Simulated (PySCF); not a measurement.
PySCF job for B(Cl)(Br)(NH2) (BBrClH₂N), SMILES NB(Cl)Br, PBE0/pcSseg-1. The structure is a stationary point at PBE0-D3(BJ)/def2-SVP. The values are those of a single conformer.

```python
import numpy as np
from pyscf import gto, scf, dft
from pyscf.prop.nmr import rks as nmr

mol = gto.M(
    atom='''
    B     0.42505902    0.58974824    0.00000000
    Cl   -0.74868176    1.90598573    0.00000000
    Br   -0.18621681   -1.23735313    0.00000000
    N     1.78436519    0.86018676    0.00000000
    H     2.48399152    0.13002875    0.00000000
    H     2.14533522    1.80552483    0.00000000
    ''',
    basis='pcSseg-1',
    charge=0,
    spin=0,
    max_memory=1600,
    verbose=3,
)
mf = dft.RKS(mol, xc='pbe0')
mf.grids.level = 3
mf.conv_tol = 1e-10
mf.max_cycle = 100
mf.kernel()
n = nmr.NMR(mf)
n.verbose = 2
n.max_cycle_cphf = 60
sigma = n.kernel()
print('atom   isotropic/ppm   span/ppm')
for i, s in enumerate(sigma):
    w = np.linalg.eigvalsh((s + s.T) / 2)
    print(f'{mol.atom_symbol(i):2s}{i + 1:3d} {w.mean():14.3f} {w[2] - w[0]:11.3f}')
```

Output:

```
converged SCF energy = -3114.44488958324
atom   isotropic/ppm   span/ppm
B   1         62.949      44.068
Cl  2        804.435     328.259
Br  3       2409.640     766.433
N   4        153.772     146.851
H   5         27.320      13.964
H   6         27.365      14.387
```

The calculation finished and met its thresholds.

Cost: about 13 core-seconds (a rough figure).
